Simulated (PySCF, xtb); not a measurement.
Be(SH)(SMe) (CH4BeS2), SMILES C[S][Be][SH].

xtb 6.7.1 with GFN2-xTB at its own geometry gives an orbital gap of 3.88 eV and a dipole moment of 2.45 D.

Geometry optimised at PBE0-D3(BJ)/def2-SVP. The values are those of a single conformer.

Question: What does ωB97X/def2-TZVPD (PySCF) give? (An estimate is asked for; the answer gives what the named calculation found.)

Answer: gap 10.54 eV (levels -9.53 and 1.00 eV), dipole 1.69 D.
